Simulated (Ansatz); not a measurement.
CH₅NSeSi, SMILES `[SeH]C1N[SiH2]1`. The species carries charge 0 and has multiplicity 1.

Cartesian coordinates in Å:
```
Se 0.6234 -0.5746 -2.0630
C -0.1366 -0.4790 -0.2871
N 0.6909 0.0722 0.7983
Si -0.6533 1.0953 0.5002
H 1.5157 -1.7145 -1.7903
H -0.7241 -1.3658 -0.0557
H 0.8947 -0.5261 1.5838
H -0.3663 2.4281 -0.0647
H -1.8445 1.0643 1.3785
```

Task: List the harmonic frequencies (cm⁻¹, unscaled) at PBE0-D4/def2-TZVP in Ansatz. (An estimate is asked.)

Result: Ansatz gave: 157, 205, 307, 415, 463, 616, 660, 689, 723, 772, 839, 941, 985, 1083, 1130, 1282, 2252, 2282, 2406, 3121, 3620.

Task: Is this a minimum?

Result: Yes, all 21 modes are real.

Task: Give the ideal-gas thermochemistry at 298.15 K and 1 bar (rigid rotor, harmonic oscillator; point group C1, symmetry number 1).

Result: Zero-point energy 149.2 kJ/mol; H(298) − E = 166.9 kJ/mol; entropy 323.7 J/(mol·K), of which translation 170.3, rotation 112.1, vibration 41.3; G(298) − E = 70.3 kJ/mol.

Task: And at 400, 500, 600, 800 and 1000 K?

Result: 
| T (K) | H − E (kJ/mol) | S (J/mol/K) | G − E (kJ/mol) |
| --- | --- | --- | --- |
| 400 | 177.5 | 354.3 | 35.8 |
| 500 | 189.7 | 381.4 | -1.0 |
| 600 | 203.1 | 405.8 | -40.4 |
| 800 | 232.8 | 448.4 | -126.0 |
| 1000 | 265.2 | 484.6 | -219.3 |
